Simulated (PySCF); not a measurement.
**Frontier levels across methods**

Compound: C4H12AlN.
Z-matrix (Å and degrees, PBE0-D3(BJ)/def2-SVP geometry), rows numbered from 1:
```
C 
C   1  1.4966
C   2  1.3494  1  125.01
C   3  1.4761  2  127.34  1  -177.78
Al  4  2.0186  3  108.90  2    97.17
N   5  2.0522  4   96.68  3   -46.51
H   1  1.1008  2  111.28  3     4.85
H   1  1.1040  2  112.37  3   125.68
H   1  1.1038  2  111.47  3  -115.30
H   2  1.1007  1  116.52  3   174.93
H   3  1.1007  2  116.69  1    -2.72
H   4  1.1039  3  111.96  2   -22.92
H   4  1.1026  3  111.40  2  -143.92
H   5  1.6078  4  115.38  3    58.68
H   5  1.6061  4  116.84  3  -154.37
H   6  1.0339  5  104.35  4    24.14
H   6  1.0200  5  114.31  4   -93.89
H   6  1.0197  5  113.57  4   141.73
```

Basis pcSseg-1 throughout (PySCF), one geometry. The structure is a single PBE0-D3(BJ)/def2-SVP conformer in the gas phase; no vibrational or solvent corrections.

Question: How do the orbital energies, the gap and the dipole change with the method?

Answer: 
| method | kind | HOMO (eV) | LUMO (eV) | gap (eV) | μ (D) | SCF cycles |
| --- | --- | --- | --- | --- | --- | --- |
| BLYP | GGA | -4.91 | -0.65 | 4.27 | 4.31 | 15 |
| B97-D | GGA | -5.01 | -0.54 | 4.47 | 4.33 | 14 |
| OPBE | GGA | -5.03 | -0.43 | 4.60 | 4.33 | 15 |
| PBE | GGA | -5.07 | -0.66 | 4.41 | 4.33 | 15 |
| KT3 | GGA | -5.11 | -0.80 | 4.31 | 4.22 | 15 |
| KT2 | GGA | -5.13 | -0.76 | 4.37 | 4.24 | 15 |
| BP86 | GGA | -5.17 | -0.65 | 4.52 | 4.35 | 15 |
| LDA | LDA | -5.22 | -0.82 | 4.39 | 4.37 | 15 |
| B97-2 | global hybrid | -5.88 | 0.20 | 6.08 | 4.38 | 14 |
| B3LYP | global hybrid | -5.91 | -0.13 | 5.78 | 4.37 | 13 |
| PBE0 | global hybrid | -6.12 | 0.19 | 6.31 | 4.40 | 14 |
| mPW1PW91 | global hybrid | -6.14 | 0.18 | 6.32 | 4.40 | 13 |
| BHandHLYP | global hybrid | -7.03 | 0.88 | 7.91 | 4.43 | 12 |
| CAM-B3LYP | range-separated hybrid | -7.35 | 1.03 | 8.38 | 4.43 | 12 |
| wB97X-D | range-separated hybrid | -7.89 | 1.97 | 9.87 | 4.43 | 13 |
| HF | Hartree–Fock | -8.42 | 3.00 | 11.41 | 4.52 | 11 |
| LC-wPBE | range-separated hybrid | -8.66 | 2.32 | 10.99 | 4.52 | 12 |

The HOMO spans 3.75 eV, from BLYP down to LC-wPBE, and the gap runs from 4.27 eV (BLYP) to 11.41 eV (HF). Over the methods BLYP (0 %), B97-D (0 %), OPBE (0 %), PBE (0 %), KT3 (0 %), KT2 (0 %), BP86 (0 %), LDA (0 %), B97-2 (21 %), B3LYP (20 %), PBE0 (25 %), mPW1PW91 (25 %), BHandHLYP (50 %), HF (100 %), a straight line through the gap against the share of exact exchange rises by 0.70 eV for each 10 % (correlation coefficient 0.999). The dipole ranges from 4.22 D (KT3) to 4.52 D (HF). This basis has no diffuse functions.

The vertical ΔSCF ionisation energy at wB97X-D/def2-SVPD is 7.97 eV; −ε(HOMO) comes closest to it with wB97X-D (7.89 eV).
